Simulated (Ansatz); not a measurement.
Total energies of the cluster Ca₄ from Ansatz at PBE/def2-TZVP, gas phase (1 Eh = 27.2114 eV = 2625.5 kJ/mol). The reference geometry is relaxed at r2SCAN/def2-TZVP.

Cartesian coordinates in Å:
```
Ca -1.386 0.230 -1.802
Ca 0.329 -2.220 0.428
Ca -0.950 0.995 1.824
Ca 2.007 0.995 -0.451
```

```csv
state,geometry,energy (Eh)
charge 0 singlet,reference,-2709.40578
charge 1 doublet,reference,-2709.22711
charge 0 triplet,relaxed at r2SCAN/def2-TZVP,-2709.38293
charge 0 quintet,relaxed at r2SCAN/def2-TZVP,-2709.34742
free Ca atom (singlet),–,-677.32879
```

Task: Work out the vertical ionisation energy to the doublet.

Result: E(charge 1 doublet) − E(charge 0 singlet) = -2709.22711 − (-2709.40578) = 0.17867 Eh = 4.86 eV. For comparison, −ε of the highest occupied level is 3.37 eV at this level, 1.49 eV less.

Task: Which of the charge 0 states is lowest, and how far above it are the others?

Result: The singlet. triplet: -2709.38293 − (-2709.40578) = 0.02285 Eh = 60.0 kJ/mol; quintet: -2709.34742 − (-2709.40578) = 0.05836 Eh = 153.2 kJ/mol.

Task: What is the binding energy per atom against free atoms?

Result: Atoms: 4 × (-677.32879) = -2709.31516 Eh. Binding: -2709.31516 − (-2709.40578) = 0.09062 Eh = 2.47 eV, or 0.62 eV for each of 4 atoms (no zero-point energy, no counterpoise term).

The structure comes from a short search, and lower isomers may exist.
